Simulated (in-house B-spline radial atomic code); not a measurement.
Radial electron density of neutral ruthenium, [Kr] 4d7 5s1. Method: scalar-relativistic (X2C) revTPSS, spin-polarised, spherical fractional occupations, Fermi nucleus of rms radius 4.4809 fm. Calculated with a radial B-spline atomic code at the basis-set limit.

One-electron X2C: radii and densities carry no picture-change correction, so inner-shell <1/r> comes out high (for 1s by about 2 % at Z = 33, 5 % at 54, 10 % at 75, 30 % at 118) and <r> low.

Columns: r (bohr), 4πr²n(r) (electrons per bohr), bar.

```
 0.00108    1.559 #
 0.00134    2.224 #
 0.00166    3.149 ##
 0.00206    4.445 ###
 0.00255    6.203 ####
 0.00317    8.633 #####
 0.00393    11.82 #######
 0.00487    15.94 ##########
 0.00605    21.18 #############
  0.0075    27.42 #################
 0.00931    34.55 ######################
  0.0116    42.14 ###########################
  0.0143    48.82 ###############################
  0.0178    54.03 ##################################
  0.0221    56.23 ####################################
  0.0274       55 ###################################
   0.034    51.27 ################################
  0.0421    47.78 ##############################
  0.0523    48.06 ##############################
  0.0649    54.16 ##################################
  0.0805    63.64 ########################################
  0.0998    69.66 ############################################
   0.124    66.02 ##########################################
   0.154    54.41 ##################################
   0.191    45.35 #############################
   0.237    46.91 ##############################
   0.294    53.61 ##################################
   0.364     51.7 #################################
   0.452    37.08 #######################
   0.561     20.8 #############
   0.695    13.69 #########
   0.863    13.93 #########
    1.07     13.7 #########
    1.33    10.23 ######
    1.65     6.11 ####
    2.04    3.323 ##
    2.54     1.77 #
    3.15   0.9421 #
    3.91   0.4449 
    4.85   0.1693 
    6.01  0.04945 
    7.46  0.01029 
    9.25 0.001379 
    11.5 0.0001036
```

On this grid the curve has 4 maxima, near 0.0221, 0.0998, 0.294, 0.863 bohr.

The 5s up radial function P(r) = rR(r), positive near the nucleus:

```json
{"r (bohr)": "0.000455", "P": "0.006807"}
{"r (bohr)": "0.0007", "P": "0.009798"}
{"r (bohr)": "0.00108", "P": "0.01406"}
{"r (bohr)": "0.00166", "P": "0.01997"}
{"r (bohr)": "0.00255", "P": "0.02796"}
{"r (bohr)": "0.00393", "P": "0.03843"}
{"r (bohr)": "0.00605", "P": "0.05094"}
{"r (bohr)": "0.00931", "P": "0.06361"}
{"r (bohr)": "0.0143", "P": "0.07143"}
{"r (bohr)": "0.0221", "P": "0.06461"}
{"r (bohr)": "0.034", "P": "0.03017"}
{"r (bohr)": "0.0649", "P": "-0.07461"}
{"r (bohr)": "0.0998", "P": "-0.1149"}
{"r (bohr)": "0.154", "P": "-0.03427"}
{"r (bohr)": "0.237", "P": "0.1341"}
{"r (bohr)": "0.364", "P": "0.1392"}
{"r (bohr)": "0.561", "P": "-0.1337"}
{"r (bohr)": "0.863", "P": "-0.2698"}
{"r (bohr)": "1.33", "P": "0.08"}
{"r (bohr)": "2.04", "P": "0.5182"}
{"r (bohr)": "3.15", "P": "0.5897"}
{"r (bohr)": "4.85", "P": "0.3253"}
{"r (bohr)": "7.46", "P": "0.08914"}
{"r (bohr)": "11.5", "P": "0.00925"}
```
